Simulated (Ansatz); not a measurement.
Mulliken charges of `COC(=N)Br` from PBE/def2-TZVPP in Ansatz (PBE0-D4/def2-TZVP geometry).

```
atom   x (Å)   y (Å)   z (Å)  charge (e)
  C1  -0.867  -0.807   0.083      -0.179
  O2  -0.663   0.569  -0.203      -0.159
  C3   0.601   0.996  -0.162       0.109
  N4   1.670   0.398   0.087      -0.229
 Br5   0.628   2.844  -0.572      -0.038
  H6  -1.939  -0.970   0.004       0.127
  H7  -0.532  -1.049   1.095       0.112
  H8  -0.345  -1.438  -0.643       0.112
  H9   1.536  -0.589   0.293       0.146
```

Problem. By hand: the dipole of these point charges (1 e Å = 4.8032 D).

Solution. Σ q r = (-0.200, -0.524, 0.095) e Å, of length 0.569 e Å = 2.73 D.

Problem. How does the dipole of the full density compare? (Best estimate.)

Solution. Ansatz gave: (-0.411, -0.612, 0.093) e Å, 3.57 D; the point charges give 0.76 times that, at 13° from its direction.

Point charges leave out the atoms' own dipoles, such as those of lone pairs, and Mulliken's split depends on the basis, so the two needn't agree.
